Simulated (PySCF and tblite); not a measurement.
Six-membered rings with one substituent. Chair conformers are summed by the position of the substituent; ΔG = G(axial) − G(equatorial) at 298.15 K follows from the summed Boltzmann weights (PBE0-D3(BJ)/def2-TZVP // PBE0-D3(BJ)/def2-SVP, GFN2-xTB thermal terms, symmetry and mirror images counted; PySCF and tblite).

```tsv
molecule	substituent atom	axial %	ΔG (kcal/mol)
[N:1]#[C:2][CH:3]1[CH2:4][CH2:5][O:6][CH2:7][CH2:8]1	C2	44.0	0.14
[CH:1]#[C:2][C@H:3]1[CH2:4][CH2:5][CH2:6][O:7][CH2:8]1	C2	8.9	1.38
[CH3:1][CH:2]1[CH2:3][CH2:4][O:5][CH2:6][CH2:7]1	C1	2.0	2.31
[N:1]#[C:2][C@H:3]1[CH2:4][CH2:5][CH2:6][CH2:7][O:8]1	C2	86.2	-1.08
[Br:1][C@@H:2]1[CH2:3][CH2:4][CH2:5][O:6][CH2:7]1	Br1	?	?
[O:1]=[CH:2][CH:3]1[CH2:4][CH2:5][O:6][CH2:7][CH2:8]1	C2	18.6	0.87
[Br:1][CH:2]1[CH2:3][CH2:4][O:5][CH2:6][CH2:7]1	Br1	27.9	0.56
```

Question: What are the withheld values?

Answer: 8.6 % axial, ΔG = 1.40 kcal/mol, so the equatorial form is preferred. Its conformers:
```
conformer                                       shape  E(DFT) kcal/mol  G(298.15 K) kcal/mol  weight %
        1  6-ring chair (all substituents equatorial)             0.00                  0.00      91.4
        2                    6-ring chair (Br1 axial)             1.34                  1.40       8.6
```

Differences under about 0.3 kcal/mol lie within the error of the method.
